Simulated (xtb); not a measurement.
Species: H₃InO₂S, SMILES `[OH][In]([OH])[SH]` (charge 0, multiplicity 1).

Task: Give a relaxed geometry from GFN2-xTB run with xtb.

Result: Several could match; the one computed here: the end point of this relaxation, one of several conformers (outside a Z-matrix the atoms follow the SMILES, hydrogens last).
Cartesian coordinates (Å) in one orientation:
```xyz
7

O      0.044     1.943    -0.145
In    -0.332     0.038    -0.072
O     -2.090    -0.587    -0.602
S      1.410    -1.506     0.591
H      0.793     2.240     0.372
H     -2.178    -1.541    -0.581
H      2.354    -0.587     0.436
```
